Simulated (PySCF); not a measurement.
# `C(=C=C=C)C(C#N)=C(C#N)C#N`, C9H3N3

Geometry:
```json
{"atom": "C1", "x (Å)": "3.472", "y (Å)": "-1.779", "z (Å)": "-0.154"}
{"atom": "C2", "x (Å)": "2.451", "y (Å)": "-0.961", "z (Å)": "-0.062"}
{"atom": "C3", "x (Å)": "1.486", "y (Å)": "-0.170", "z (Å)": "0.033"}
{"atom": "C4", "x (Å)": "0.436", "y (Å)": "0.642", "z (Å)": "0.117"}
{"atom": "C5", "x (Å)": "-0.864", "y (Å)": "0.248", "z (Å)": "-0.332"}
{"atom": "C6", "x (Å)": "-1.009", "y (Å)": "-1.056", "z (Å)": "-0.874"}
{"atom": "N7", "x (Å)": "-1.108", "y (Å)": "-2.110", "z (Å)": "-1.308"}
{"atom": "C8", "x (Å)": "-1.969", "y (Å)": "1.063", "z (Å)": "-0.262"}
{"atom": "C9", "x (Å)": "-3.236", "y (Å)": "0.641", "z (Å)": "-0.717"}
{"atom": "N10", "x (Å)": "-4.272", "y (Å)": "0.314", "z (Å)": "-1.082"}
{"atom": "C11", "x (Å)": "-1.902", "y (Å)": "2.368", "z (Å)": "0.268"}
{"atom": "N12", "x (Å)": "-1.841", "y (Å)": "3.428", "z (Å)": "0.700"}
{"atom": "H13", "x (Å)": "3.354", "y (Å)": "-2.766", "z (Å)": "-0.570"}
{"atom": "H14", "x (Å)": "4.456", "y (Å)": "-1.491", "z (Å)": "0.181"}
{"atom": "H15", "x (Å)": "0.542", "y (Å)": "1.637", "z (Å)": "0.535"}
```

Computed with PySCF 2.14.0, TDDFT LC-wPBE/def2-SVPD excited states, vertical, gas phase. Geometry: GFN2-xTB.

Problem. Give the one- and two-photon strengths of the lowest singlets.

Solution. δ for parallel linear polarisation; σ at the peak of a Lorentzian of half width 0.1 eV, single beam; Ω is circular over linear.
```
state  E (eV)      f  photon λ (nm)  δ (au)  σ (GM)     Ω                                  main
   S1    3.63  0.000            683    <0.1    0.00     –  HOMO−1→LUMO 0.82, HOMO−1→LUMO+1 0.16
   S2    3.93  1.059            631     631    3.57  0.74                        HOMO→LUMO 0.96
   S3    5.50  0.041            451    3980   44.18  0.70                      HOMO−2→LUMO 0.86
   S4    5.87  0.000            422    0.37    0.01  0.83    HOMO−3→LUMO 0.61, HOMO−5→LUMO 0.17
   S5    5.98  0.061            415   15200  198.76  0.68                      HOMO→LUMO+1 0.86
```

Among these, the strongest one-photon state is S2, the strongest two-photon state S5, with a dipole change of 1.6 D (relaxed, norm of the difference vector).
